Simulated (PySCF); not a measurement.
Molecule: SMILES C([SiH2]F)C=C (C3H7FSi). Atoms near the plane z = 1.2 Å, at the GFN2-xTB optimised geometry (x, y, z in Å): C1 (1.2, -0.6, 0.0), C2 (-0.1, -0.6, 0.0), C3 (-1.0, 0.6, 0.0), Si4 (-1.8, 0.9, 1.7), F5 (-2.7, -0.4, 2.0), H6 (1.8, 0.3, 0.0), H7 (1.8, -1.5, 0.0), H8 (-0.7, -1.5, 0.0), H9 (-0.4, 1.5, -0.3), H11 (-2.8, 2.0, 1.7).

Calculation: PBE0/def2-TZVP run with PySCF. The values are rescaled to run from 0 to 1.

```
|2222222333333332222222222|
|2222223333333333222222222|
|2222233333333333322222222|
|2233333444443333322222222|
|2345654555544333332222222|
|2369998887654333332222222|
|2379999999854333332222222|
|2369999999964333332222222|
|2369999999974333222222222|
|2369999999974322222222222|
|2369999999974322222222222|
|1249999999964222222222222|
|1138999999864222222222222|
|0028999998764223332222222|
|0015865566664213432222222|
|0001222334443212332222222|
|0000001223332111222222222|
|0000001122322111222222222|
|1000011222222111222222222|
|1111111222222222222222222|
|1111111222222222222222222|
|1111111222222222222222222|
|1111112222222222222222222|
|1111112222222222222222222|
|1111122222222222222222222|
```
Scale: ten equal steps from 0.000 (start of '0') to 1.00 (end of '9'), in the order '0123456789'; x runs from -4.00 to 4.00, y from -4.00 (bottom) to 4.00 (top).

Which quantity is mapped?
A) electrostatic potential
B) log10 of the electron density
C) Laplacian of the electron density
D) electron localisation function

A, electrostatic potential. In full: electrostatic potential (hartree/e), clipped to [-0.08, 0.12].
